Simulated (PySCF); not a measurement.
AlH, SMILES [AlH] (connectivity only; charge and spin as stated), neutral, multiplicity 1. Atoms are numbered in the order given.

```xyz
2

Al     0.0000     0.0000    -0.1187
H      0.0000     0.0000     1.5431
```

Geometry optimised at B3LYP-D3(BJ)/def2-TZVPD.

Method: CAM-B3LYP/def2-TZVPD (PySCF).

Gas-phase values at a fixed geometry.

```
Item                                                                                                            Value
---------------------------------------------------------------------------------------------  ----------------------
total energy                                                                                       -242.98297 hartree
point group                                                                                                       C∞v
highest occupied level                                                                                       -7.03 eV
lowest empty level                                                                                           -0.80 eV
orbital gap                                                                                                   6.23 eV
dipole moment                                                                                                  0.20 D
quadrupole, principal values (traceless, Buckingham form, about the centre of nuclear charge)   -7.52, 3.76, 3.76 D·Å
mean static polarisability                                                                       46.4 bohr³ (6.88 Å³)
polarisability, principal values                                                               44.5, 44.5, 50.3 bohr³
```
